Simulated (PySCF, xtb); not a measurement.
H3MnO3, SMILES [OH][Mn]([OH])[OH] (connectivity only; charge and spin as stated), neutral, multiplicity 5. Other conformers were not sampled.

Harmonic wavenumbers (cm⁻¹) from GFN2-xTB in xtb at its own minimum, in rising order: 106, 167, 167, 396, 443, 452, 478, 511, 550, 570, 604, 639, 3531, 3667, 3697.

**Question.** What does PBE-D3(BJ)/def2-SVP (PySCF) give at its own minimum? (Estimate from the structure and the level; the computed values follow.)

**Answer.** 71, 141, 152, 200, 222, 336, 504, 553, 635, 687, 711, 816, 3672, 3739, 3749. Paired by order, the mean absolute difference is 95 cm⁻¹ and the zero-point energies are 22.8 and 23.1 kcal/mol.
